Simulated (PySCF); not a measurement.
PySCF 2.14 output of an unrestricted LDA calculation on a single atom or ion in aug-cc-pV(Q+d)Z, with no relativity, point nucleus:

```
SCF conv_tol = 1e-09
number electrons alpha = 8  beta = 5
    P. A. M. Dirac.,  Math. Proc. Cambridge Philos. Soc. 26, 376 (1930)
    F. Bloch.,  Z. Phys. 57, 545 (1929)
    S. H. Vosko, L. Wilk, and M. Nusair.,  Can. J. Phys. 58, 1200 (1980)
cycle= 1 E= -241.008462740774  delta_E= -0.0121  |g|= 0.0403  |ddm|= 25.9
cycle= 2 E= -241.0088784067  delta_E= -0.000416  |g|= 0.0113  |ddm|=  0.3
cycle= 3 E= -241.008915257946  delta_E= -3.69e-05  |g|= 0.000142  |ddm|= 0.139
cycle= 4 E= -241.008915302675  delta_E= -4.47e-08  |g|= 5.17e-05  |ddm|= 0.00843
cycle= 5 E= -241.008915306003  delta_E= -3.33e-09  |g|= 1.02e-05  |ddm|= 0.00122
cycle= 6 E= -241.008915306189  delta_E= -1.87e-10  |g|= 9.28e-08  |ddm|= 6.95e-05
converged SCF energy = -241.008915306189  <S^2> = 3.7500545  2S+1 = 4.0000273
```

The run itself started from symmetry-adapted Hartree-Fock orbitals and held the occupation by maximum overlap, on a logarithmic radial grid, so the iterations belong to that start.

Task: Which element, charge and spin multiplicity is this?

Result: Al (aluminium, neutral), multiplicity 4; the state was [Ne] 3s1 3p1 3d1, one real determinant (an excited configuration).

⟨L²⟩ = 8.00 against 12 for a pure F term, so this real determinant mixes terms. The outer electron is Rydberg-like, and this basis confines it to a smaller radius and binds it less than a complete one would.
